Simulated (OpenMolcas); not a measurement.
## V3+: ligand-field states by method

V3+ with its 6 nearest fluoride ions at 1.899 Å, on the Ge site of Cs2GeF6 (a = 9.021 Å, distance in the model lattice 1.804 Å). The rest of the host is ab initio model potentials to 7.6 Å and point charges beyond; the distance is set by hand and nothing relaxes, and no local charge compensation is placed. Ligand basis ANO-RCC-VDZP.

| Quantity | Value |
| --- | --- |
| Program | OpenMolcas 26.06 |
| Basis | ANO-RCC-VTZP [6s5p3d2f1g] |
| Scalar Hamiltonian | DKH2, point nucleus |
| Active space | 2 electrons in 5 orbitals (3d) |
| State averaging | 2S+1 = 3 even, 10 roots; 2S+1 = 1 even, 15 roots |
| Spin-orbit coupling | state interaction with AMFI integrals over the reference wave functions |

I. CASSCF
II. SS-CASPT2, IPEA 0.25 Eh, imaginary shift 0.1 Eh (closed shells correlated: 3s 3p and the ligand valence shells)

Spin-free states (labels of O, the rotations of Oh) in cm-1, each column counted from its own energy of the first state listed:

```json
{"State": "3T1", "Degeneracy": "3", "I": "0", "II": "0"}
{"State": "1T2", "Degeneracy": "3", "I": "13849", "II": "10540"}
{"State": "1E", "Degeneracy": "2", "I": "14118", "II": "10960"}
{"State": "3T2", "Degeneracy": "3", "I": "15698", "II": "17670"}
{"State": "1A1", "Degeneracy": "1", "I": "28765", "II": "23050"}
{"State": "3T1", "Degeneracy": "3", "I": "28947", "II": "27760"}
{"State": "1T2", "Degeneracy": "3", "I": "31605", "II": "29930"}
{"State": "3A2", "Degeneracy": "1", "I": "33109", "II": "36640"}
{"State": "1T1", "Degeneracy": "3", "I": "34851", "II": "33090"}
{"State": "1E", "Degeneracy": "2", "I": "49138", "II": "48880"}
{"State": "1A1", "Degeneracy": "1", "I": "69455", "II": "63920"}
```

From I to II, I's first state of the same spin (3T2) moves from 15698 to 17670 cm-1, by about +2000 cm-1.

From I to II, I's first state of another spin (1T2) moves from 13849 to 10540 cm-1, by about -3300 cm-1.

I: A least-squares ligand-field fit to the states below 45000 cm-1, each weighted by its degeneracy and with a free common offset, gives 10Dq = 17391 cm-1, B = 995 cm-1 and C = 3609 cm-1 (C/B = 3.63), with an rms deviation of 29 cm-1. The same method and metal basis give the free ion B = 1080 cm-1 (fit to its terms below 60000 cm-1, rms deviation 55 cm-1), so the nephelauxetic ratio is β = 995 / 1080 = 0.92; it hangs on how both fits weigh the states, and computed free-ion B values tend to be too large, so β mixes covalency with correlation.

II: A least-squares ligand-field fit to the states below 45000 cm-1, each weighted by its degeneracy and with a free common offset, gives 10Dq = 19299 cm-1, B = 783 cm-1 and C = 2826 cm-1 (C/B = 3.61), with an rms deviation of 199 cm-1. The same method and metal basis give the free ion B = 978 cm-1 (fit to its terms below 60000 cm-1, rms deviation 640 cm-1), so the nephelauxetic ratio is β = 783 / 978 = 0.80; it hangs on how both fits weigh the states, and computed free-ion B values tend to be too large, so β mixes covalency with correlation.

From I to II, 10Dq changes by +11 %, B by -21 % and C by -22 %.

χT at 300 K: I 0.89, II 0.89 cm3 K/mol.

Roots that are degenerate in the reference are averaged as groups; the widest CASPT2 spread within a group is 51 cm-1 (the 3-fold group of multiplicity 3 near 17700 cm-1 above the lowest state of its run, II). Shifts and gaps below about the spread of the groups concerned are not significant. Over all roots computed the reference weight is 0.72 to 0.73 in II; a low but even weight reflects the number of correlated electrons. An orbital triplet at a regular site is open to Jahn-Teller coupling, which can distort the site and quench the lowest spin-orbit gaps and is left out. Ligand-to-metal charge-transfer states are missing. With no ligand orbital active B as a rule stays too high, so bands that hang on it stand too high and its fall with covalency is understated. Without dynamic correlation the repulsion within the d shell is too large (B by tens of per cent), so at a given field states of lower spin stand too high (holds for I). With metal d orbitals alone and no dynamic correlation 10Dq can be off by a tenth to a fifth, either way, in oxide and fluoride hosts (holds for I). With one d shell and no ligand orbital active, 10Dq can be off by a tenth or more (holds for II). No measured value stands beside these numbers; the geometry was set by hand and not optimised.
